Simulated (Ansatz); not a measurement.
Species: C2H8GeN (charge 0, doublet). It need not be the lowest isomer of its formula. 
Structure (B3LYP-D3(BJ)/def2-TZVP (Ansatz, a first-principles code) minimum search):
```xyz
12

C      1.6162    -0.9042     0.3499
Ge     0.0484     0.1114    -0.3260
C     -1.5993    -0.9850    -0.1554
N     -0.1803     1.4948     0.9082
H      1.4003    -1.2447     1.3647
H      2.5060    -0.2757     0.3664
H      1.8094    -1.7673    -0.2863
H     -1.5456    -1.8516    -0.8135
H     -1.6884    -1.3223     0.8794
H     -2.4810    -0.4010    -0.4172
H     -1.0070     2.0644     0.7799
H      0.6170     2.1053     1.0351
```
Charge 0, spin multiplicity 2.

Wanted: atomisation energy (electronic, to ground-state atoms), in kcal/mol. Valence correlation only, unless marked. Open shells are spin-unrestricted. Spin-orbit coupling is left out. The frozen core is the preceding noble-gas configuration, with the filled d and f shells of earlier blocks. No relativistic terms. The coupled-cluster limit lacks core correlation, which all-electron functionals hold. Basis-set limits of correlation are two-point, X^-3; Hartree-Fock from the larger set.

```tsv
level	program	atomisation energy (kcal/mol)
SVWN5/def2-TZVPD	Ansatz	(withheld)
PBE-D4/def2-TZVPD	Ansatz + dftd4	(withheld)
revPBE/def2-TZVPD	Ansatz	(withheld)
r2SCAN-D4/def2-TZVPD	Ansatz + dftd4	997.8
r2SCAN0/def2-TZVPD	Ansatz	984.5
CAM-B3LYP-D3(BJ)/def2-TZVPD	Ansatz + dftd3	1000.7
LC-wPBE-D3(BJ)/def2-TZVPD	Ansatz + dftd3	(withheld)
wB97X-V/def2-TZVPD	Ansatz	998.8
CCSD/cc-pVQZ	Ansatz	971.3
CCSD(T)/CBS(cc-pVTZ,cc-pVQZ)	Ansatz	994.8
```

Question: Some entries are withheld; supply them.

Answer: 
- SVWN5/def2-TZVPD, atomisation energy (kcal/mol): 1130.3
- PBE-D4/def2-TZVPD, atomisation energy (kcal/mol): 1012.2
- revPBE/def2-TZVPD, atomisation energy (kcal/mol): 975.3
- LC-wPBE-D3(BJ)/def2-TZVPD, atomisation energy (kcal/mol): 996.4
